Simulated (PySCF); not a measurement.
**Ionisation energy of Ti⁺ by level of theory**

Ti⁺ [Ar] 3d2 4s1 (4F) → Ti²⁺ [Ar] 3d2 (3F), as a difference of total energies. Computed with PySCF 2.14 in aug-cc-pVDZ-DK (7s6p4d2f, 59 functions), with the spin-free X2C one-electron Hamiltonian (Gaussian nucleus). Correlated levels: valence: [Ar] frozen. The calculations carry no spin-orbit coupling.

Question: Order these methods by the ionisation energy they give, lowest first.
A. MN15
B. SCS-MP2 (valence)
C. r2SCAN0
D. r2SCAN

Answer: B (13.003 eV), A (13.398 eV), C (13.702 eV), D (13.807 eV).

Errors of the correlated levels include the incompleteness of this basis and the frozen core.

For comparison: 13.575 eV (measured; NIST Atomic Spectra Database, ionization energies).
